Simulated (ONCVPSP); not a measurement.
## Varying the ONCV potential for Rh

Base potential:

| Item | Value |
| --- | --- |
| Element | rhodium (Rh) |
| Generator | ONCVPSP 4.0.1 |
| Type | optimised norm-conserving Vanderbilt (ONCV) |
| Functional | LDA (Perdew-Wang 92) |
| Relativity | scalar-relativistic |
| Frozen core | [Ar] 3d10 |
| Valence charge | 17 |
| Reference configuration | 4s2 4p6 4d7 5s2 |
| Partial waves | 4s+5s: rc 1.75 bohr, ncon 3, nbas 8, qcut 5.5 1/bohr, 3 projectors, debl 2.6 Ha; 4p: rc 1.70 bohr, ncon 4, nbas 7, qcut 9.5 1/bohr, 2 projectors, debl 0.9 Ha; 4d: rc 1.40 bohr, ncon 5, nbas 8, qcut 7.2 1/bohr, 2 projectors, debl 3.8 Ha |
| Local potential | polynomial inside 1.20 bohr (lpopt 1, dvloc0 0 Ha) |
| Core correction | Teter function, fcfact 1.5, rcfact 1.6 |

In the p channel the program set the typed energies aside and used -1.982, 0.250 Ha.

Cutoffs, loose and tight: the cutoffs (Ha) at which the residual kinetic energy of the hardest occupied pseudo-wave falls to 1 and 0.1 mHa per electron. They do not see the model core or the augmentation charge, which bear on the density cutoff. Test errors are all-electron minus pseudo excitation energies from the reference, over the configurations 4s2 4p6 4d8 5s1; 4s2 4p6 4d8 5s0; 4s2 4p6 4d7 5s0; 4s2 4p6 4d8 5s0 5p1. A dash means not determined; rows that change the core or the reference have their own tests.

| change | outcome | cutoff, loose | cutoff, tight | bound ghosts | GHOST(+) flags above zero | largest test error (meV) |
| --- | --- | --- | --- | --- | --- | --- |
| base | generated, projector energies reset by the program | 28 Ha | 86 Ha | none | s | -11 |
| all radii but the core radius scaled by about 1.09 (s 1.92, p 1.86, d 1.52 bohr); local potential polynomial inside 1.30 bohr (lpopt 1, dvloc0 0 Ha) | generated, projector energies reset by the program | 27 Ha | 74 Ha | none | none | -12 |
| s: qcut 6.2; p: qcut 10.8; d: qcut 8.2 | generated, projector energies reset by the program | 29 Ha | 38 Ha | none | none | -10.0 |
| functional PBE | generated, projector energies reset by the program | 28 Ha | 83 Ha | none | s | -13 |
| local potential polynomial inside 1.20 bohr (lpopt 1, dvloc0 4 Ha) | generated, projector energies reset by the program | 28 Ha | 86 Ha | none | none | -12 |

(1) What comes out with this change to the base: d: rc 1.86?

(2) What comes out with this change to the base: core correction none?

Results:

(1) outcome: generated, projector energies reset by the program; cutoff, loose: 23 Ha; cutoff, tight: 31 Ha; bound ghosts: none; GHOST(+) flags above zero: s; largest test error (meV): -11.

(2) outcome: generated, projector energies reset by the program; cutoff, loose: 28 Ha; cutoff, tight: 86 Ha; bound ghosts: none; GHOST(+) flags above zero: s; largest test error (meV): -8.1.
